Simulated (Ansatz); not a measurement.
C6H10, singlet, geometry from GFN2-xTB; PBE0/def2-SV(P) (Ansatz, a quantum-chemistry and plane-wave program).

Ansatz was given this input:
Ansatz 0.2 input:
```yaml
crystal:
  periodic: [false, false, false]
  atoms:
    - {symbol: C, position_ang: [2.56539090, -0.03464471, 0.86038995]}
    - {symbol: C, position_ang: [1.64771079, 0.25850766, -0.28991307]}
    - {symbol: C, position_ang: [0.35796692, 0.11914360, -0.25198761]}
    - {symbol: C, position_ang: [-0.93305929, -0.02618241, -0.19654909]}
    - {symbol: C, position_ang: [-1.84711708, 1.08872898, 0.23311848]}
    - {symbol: C, position_ang: [-1.61076366, -1.31673946, -0.56846647]}
    - {symbol: H, position_ang: [3.12183759, 0.86193995, 1.13329148]}
    - {symbol: H, position_ang: [3.28541184, -0.80282417, 0.57853472]}
    - {symbol: H, position_ang: [2.00278506, -0.37796092, 1.72475561]}
    - {symbol: H, position_ang: [2.13052839, 0.60788901, -1.19600570]}
    - {symbol: H, position_ang: [-2.42623798, 0.78199421, 1.10407359]}
    - {symbol: H, position_ang: [-1.28044635, 1.98147804, 0.48422764]}
    - {symbol: H, position_ang: [-2.54644971, 1.32873684, -0.56775380]}
    - {symbol: H, position_ang: [-2.18280047, -1.69557204, 0.27846316]}
    - {symbol: H, position_ang: [-2.30275904, -1.15140593, -1.39422282]}
    - {symbol: H, position_ang: [-0.88264079, -2.06715704, -0.86491705]}
basis:
  gaussian:
    orbitals: def2-SV_P_.json
hamiltonian:
  xc: pbe0
```
The basis file holds def2-SV(P) in the JSON format of the Basis Set Exchange.

Question: Predict the main parts of the log of this Ansatz run.

Answer: 
```
Functional definition: PBE0
1197 factors; integrals over basis functions are off by at most 1.0e-3 eV
mean field evaluation 1: about -6361.3728 eV, gradient 5.9e1 eV
mean field evaluation 2: about -6361.5628 eV, gradient 5.8e1 eV
mean field evaluation 4: about -6370.2939 eV, gradient 3.2e0 eV
mean field evaluation 8: about -6370.7160 eV, gradient 1.7e-1 eV
mean field evaluation 16: about -6370.7161 eV, gradient 6.0e-5 eV
mean field -6370.71605311 eV, -234.1194967255 hartree, gradient 6.0e-5 eV, S^2 0.000000; 0 other end points of the search recorded, 0 dependent functions left out
reference -6370.71608729 eV, -234.1194979813 hartree; 23, 23 occupied and 81, 81 virtual orbitals, 1197 factors
Total energy: -6370.71608729 eV, -234.1194979813 hartree
```
